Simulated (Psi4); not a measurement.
Psi4 was given this input:
```
memory 2 GB

molecule {
0 2
  F     0.00000000    0.00000000    0.00000000
}

set basis def2-svp
set reference uks

energy('b3lyp')
print_variables()
```

### Question
What is the computed total energy (B3LYP/def2-SVP (Psi4))?

### Answer
-99.6405 Eh

### Question
Estimate the dipole moment that B3LYP/def2-SVP returns for this input.

### Answer
0.00 D

### Question
What <S^2> does B3LYP/def2-SVP give?

### Answer
0.751

### Question
Estimate the number of basis functions that B3LYP/def2-SVP returns for this input.

### Answer
14

These values belong to the state on which the SCF converged, which isn't shown to be the lowest.
